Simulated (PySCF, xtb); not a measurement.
C₃H, SMILES [C]([C])[CH+] (connectivity only; charge and spin as stated), charge +1, multiplicity 1.

xtb with GFN2-xTB at its own geometry gives an orbital gap of 1.36 eV.

The structure is a stationary point at PBE0-D3(BJ)/def2-TZVP.

### Question
What does PBE/def2-TZVPD (PySCF) give? (An estimate is asked for; the answer gives what the named calculation found.)

### Answer
gap 2.24 eV (levels -15.16 and -12.92 eV).
